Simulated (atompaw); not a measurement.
zinc: PAW (atompaw) pseudisation with LDA (PW92), scalar-relativistic reference atom.

```json
{
  "Element": "zinc (Zn)",
  "Generator": "atompaw 4.2.0.5",
  "Type": "PAW",
  "Functional": "LDA (PW92)",
  "Relativity": "scalar-relativistic",
  "Frozen core": "[Ne]",
  "Valence charge": "20",
  "Reference configuration": "3s2 3p6 3d10 4s1 4p1",
  "Partial waves": "3s (bound): rc 0.75 bohr; 4s (bound): rc 1.55 bohr; 3p (bound): rc 0.80 bohr; 4p (bound): rc 1.55 bohr; 3d (bound): rc 1.45 bohr; 3d channel at -0.6 Ry: rc 1.45 bohr",
  "Local potential": "bessel scheme, radius 1.10 bohr",
  "Core correction": "smooth core density matched at 1.05 bohr",
  "Augmentation charge": "sinc compensation charge, radius 1.25 bohr; PAW radius 1.55 bohr; waves and projectors: custom rrkj vanderbiltortho"
}
```

All-electron outer shells of the reference configuration (LDA (PW92), scalar-relativistic, ld1.x):

| shell | level (eV) | outermost node (bohr) | outermost maximum (bohr) |
| --- | --- | --- | --- |
| 2s | -1158.28 | 0.07 | 0.19 |
| 2p | -1005.57 | – | 0.15 |
| 3s | -130.84 | 0.28 | 0.59 |
| 3p | -85.48 | 0.25 | 0.59 |
| 3d | -12.60 | – | 0.56 |
| 4s | -7.64 | 0.85 | 2.04 |
| 4p | -2.25 | 0.92 | 2.85 |

Task: Estimate the cutoffs (Ry, on a coarse ladder) from which the occupation-weighted sum of valence levels, in a spherical-Bessel basis at the reference potential, stays within 10 and 1 mRy of its value at 400 Ry.

Result: 140 Ry and 230 Ry.

Task: Does the potential have ghost states?

Result: No extra level below or beside the all-electron valence levels (s, p, d, f tested).

Task: Is the overlap operator S = 1 + Σ q|β⟩⟨β| positive definite (Bessel basis up to 400 Ry)?

Result: Yes: its lowest eigenvalue is 0.04 (s channel).

Task: Which valence shell sets the plane-wave cutoff?

Result: 3p: its level needs 140 Ry to come within 1 mRy, against 110 Ry for 3s.
